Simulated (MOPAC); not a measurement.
MOPAC input (PM6):

```
PM6 FORCE THERMO(298,298) PRECISE LET CHARGE=1 GEO-OK AUX(PRECISION=9) THREADS=1
BI2

I     0.00000000 1    0.00000000 1   -1.99866872 1
B    -0.00000000 1   -0.00000000 1    0.00000000 1
I    -0.00000000 1    0.00000000 1    1.99866872 1
```

### Question
Which zero-point energy does it print?

### Answer
2.23 kcal/mol, from the harmonic wavenumbers of PM6.
